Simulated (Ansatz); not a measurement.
CH4OSi, SMILES `C[Si]O` (excited triplet; C–Si–O–H torsion 101°) (charge 0, multiplicity 3). This triplet is an excited state, 1.86 eV above the relaxed singlet at the level frozen-core CCSD(T)/cc-pVTZ // B3LYP-D3(BJ)/def2-TZVP (Ansatz, a quantum-chemistry and plane-wave program).

Method: PBE/cc-pVTZ // B3LYP-D3(BJ)/def2-TZVP (Ansatz).

Ansatz 0.2 input:
```yaml
crystal:
  periodic: [false, false, false]
  atoms:
    - { symbol: C, position_ang: [-1.03068, 0.121398, 0.132474] }
    - { symbol: Si, position_ang: [0.56275, -0.808377, 0.620883] }
    - { symbol: O, position_ang: [1.932071, -0.391254, -0.235863] }
    - { symbol: H, position_ang: [-1.862095, -0.287003, 0.706717] }
    - { symbol: H, position_ang: [-1.224601, -0.023178, -0.931507] }
    - { symbol: H, position_ang: [-0.930994, 1.185776, 0.350766] }
    - { symbol: H, position_ang: [2.553553, 0.20264, 0.196547] }
basis:
  gaussian: { orbitals: cc-pVTZ }
hamiltonian:
  xc: pbe
magnetization:
  spin_polarized: true
  initial_magnetization: 2
```

Output:

```
Functional definition: PBE
846 factors; their error is unknown
mean field evaluation 1: about -11005.6503 eV, gradient 5.9e1 eV
mean field evaluation 2: about -10951.6334 eV, gradient 1.2e2 eV
mean field evaluation 4: about -11018.3284 eV, gradient 1.3e1 eV
mean field evaluation 8: about -11019.0702 eV, gradient 1.4e-1 eV
mean field evaluation 16: about -11019.0367 eV, gradient 1.6e-4 eV
mean field -11019.03667079 eV, -404.9421286801 hartree, gradient 4.7e-5 eV, S^2 2.002157; 0 other end points of the search recorded, 0 dependent functions left out
reference -11019.03670881 eV, -404.9421300775 hartree; 17, 15 occupied and 133, 135 virtual orbitals, 846 factors
Total energy: -11019.03670881 eV, -404.9421300775 hartree
```
